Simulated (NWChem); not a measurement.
# C2HBF2; SMILES C#CB(F)F

```xyz
6

B      0.0000     0.0000    -0.4772
C      0.0000     0.0000     1.0497
C      0.0000     0.0000     2.2647
H      0.0000     0.0000     3.3408
F      0.0000    -1.1263    -1.1578
F      0.0000     1.1263    -1.1578
```
Atoms are numbered in this order, from 1.

Coordinates come from a PBE0/def2-SVP optimisation.

Symmetry labels are those of C2v in the frame above (b1 and b2, or b-type labels, depend on it).

Task: List the 6 lowest vertical singlet excitations from PBE/def2-SVP, TDA (NWChem).

Result: 
| state | energy (eV) | oscillator strength | symmetry | leading excitation (squared amplitude) |
|---|---|---|---|---|
| S1 | 5.19 | 0.000 | a2 | HOMO → LUMO (1.00) |
| S2 | 6.17 | 0.059 | a1 | HOMO−1 → LUMO (0.69) |
| S3 | 7.12 | 0.000 | a2 | HOMO−1 → LUMO+1 (1.00) |
| S4 | 7.66 | 0.000 | a2 | HOMO−3 → LUMO (1.00) |
| S5 | 7.82 | 0.006 | b1 | HOMO−2 → LUMO (0.99) |
| S6 | 8.76 | 0.016 | b2 | HOMO−4 → LUMO (0.80) |
